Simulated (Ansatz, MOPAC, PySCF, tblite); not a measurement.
Two rigid molecules brought together: H3N ··· HCl (SMILES N and Cl). Monomers: optimised at B3LYP-D3(BJ) (def2-TZVP), held rigid. Orientation: a higher rigid-body minimum at GFN2-xTB. Only R, the distance of the centres of mass, is varied, so the lowest point isn't the relaxed dimer.

Geometry at R = 3.26 Å (first 4 atoms: monomer A):
```
6

N      0.0010    -0.0013     0.2791
H     -0.4513     0.8284    -0.0877
H     -0.4919    -0.8041    -0.0950
H      0.9422    -0.0230    -0.0964
Cl    -0.3221    -2.1844     2.6532
H     -0.2211    -1.1875     1.8534
```

- RKS-B3LYP/LANL2DZ = restricted B3LYP/LANL2DZ, with its core potentials past Ne, no counterpoise correction run with PySCF 2.14.0
- PM3, restricted, heats of formation (MOPAC)
- GFN2-xTB (tblite)
- CCSD(T)/aug-cc-pVTZ = Ansatz (a first-principles code) with CCSD(T) on RHF/aug-cc-pVTZ, frozen core, counterpoise-corrected

Interaction energies in kJ/mol; the last columns give the difference from CCSD(T):

```csv
R / Å,RKS-B3LYP/LANL2DZ,PM3,GFN2-xTB,CCSD(T)/aug-cc-pVTZ,RKS-B3LYP/LANL2DZ − CCSD(T)/aug-cc-pVTZ,PM3 − CCSD(T)/aug-cc-pVTZ,GFN2-xTB − CCSD(T)/aug-cc-pVTZ
2.74,-18.28,14.16,-7.42,11.04,-29.32,3.12,-18.46
2.78,-23.51,4.34,-12.51,4.36,-27.87,-0.02,-16.87
3.11,-38.36,-21.34,-26.48,-20.99,-17.37,-0.35,-5.49
3.26,-37.02,-13.68,-25.03,-22.94,-14.08,9.25,-2.09
3.38,-34.70,-9.24,-22.88,-22.65,-12.05,13.40,-0.23
3.60,-29.44,-7.30,-18.54,-20.12,-9.32,12.82,1.58
3.97,-20.98,-6.25,-12.61,-14.54,-6.43,8.29,1.93
4.21,-16.59,-4.94,-9.93,-11.42,-5.17,6.48,1.49
4.75,-9.72,-3.09,-6.08,-6.62,-3.10,3.53,0.53
5.40,-5.37,-1.98,-3.61,-3.65,-1.71,1.68,0.04
6.50,-2.59,-1.07,-1.71,-1.62,-0.97,0.55,-0.09
7.69,-1.42,-0.61,-0.89,-0.82,-0.61,0.20,-0.08
```

RKS-B3LYP/LANL2DZ is furthest from CCSD(T)/aug-cc-pVTZ at 2.74 (-29.32 kJ/mol, below); its mean absolute difference over the points is 10.67 kJ/mol.

PM3 is furthest from CCSD(T)/aug-cc-pVTZ at 3.38 (13.40 kJ/mol, above); its mean absolute difference over the points is 4.97 kJ/mol.

GFN2-xTB is furthest from CCSD(T)/aug-cc-pVTZ at 2.74 (-18.46 kJ/mol, below); its mean absolute difference over the points is 4.07 kJ/mol.
